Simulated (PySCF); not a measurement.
An unknown shows these calculated signals:

$^{1}$H NMR (400 MHz, computed): δ 5.78 (m, 2H), 5.40 (m, 2H), 5.29 (m, 2H), 4.32 (d, 4H).

$^{13}$C{$^{1}$H} NMR (computed): δ 161.6 (C), 139.3 (CH), 127.8 (CH2), 71.6 (CH2).

PySCF 2.14 calculation with geometry from PBE0-D3(BJ)/def2-SVP and σ from GIAO-WP04/pcSseg-1; equivalent nuclei averaged, a single conformation, no relativistic terms, gas phase.

Scale: TMS for $^{1}$H (σref 31.56) and $^{13}$C (σref 172.44) (reference shieldings calculated alike).

Question: Which of these does the molecule contain: a vinyl group CH=CH2, an aldehyde, an NH or NH2 group, a methoxy group, a non-aromatic C=C double bond?

Answer: 
- A vinyl group CH=CH2: yes (δC 127.8, 139.3; δH 5.29 (m), 5.40 (m), 5.78 (m)).
- An aldehyde: no.
- An NH or NH2 group: no.
- A methoxy group: no.
- A non-aromatic C=C double bond: yes.

The data belong to `C=CCOC(=O)OCC=C`, C7H10O3; they needn't prove each group on their own.

Carbon signals by region: 1 in the far downfield region (above 160 ppm), 2 in the sp2 and nitrile region (100–160 ppm), 1 at 50–100 ppm. Above 160 ppm: 161.6, carbonate carbon.

Shifts are as computed. Against solution values, carbons near 30 ppm lie about +3 ppm off and those near 130 ppm about +5 ppm. Of 1211 compounds with measured shifts, 218 miss one by over three times the rms of a fit or turn the order of signals round; such compounds aren't used in these exercises. Multiplicities follow the n + 1 count of equivalent neighbours, as no J values were calculated; m marks all less simple cases, F and P coupling included.
